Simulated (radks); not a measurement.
Valence configurations of the neodymium ion Nd3+ (all share [Xe]). Calculated with a radial shooting solver on a logarithmic mesh with Libxc functionals: Dirac Kohn-Sham, PBE, spin-unpolarised, spherical densities, point nucleus; open shells fill j = l - 1/2 first. Order these by energy: 4f1 5d2; 4f1 6p2; 4f2 5d1; 4f1.5 5d0.5 6s1; 4f2.5 6s0.5; 4f2 6s1; 4f2 6p1; 4f2.5 6p0.5; 4f1 5d1 6s1; 4f3.

Answer. From the lowest, in eV above it: 4f3 0.000; 4f2.5 6s0.5 5.656; 4f2.5 6p0.5 7.877; 4f2 5d1 9.028; 4f2 6s1 13.245; 4f2 6p1 17.875; 4f1.5 5d0.5 6s1 20.248; 4f1 5d2 23.389; 4f1 5d1 6s1 28.688; 4f1 6p2 44.869. NIST lists [Xe] 4f3 as the ground configuration; this level of theory agrees among the configurations tried. The energies are those of spherical spin-averaged densities, not of single terms.
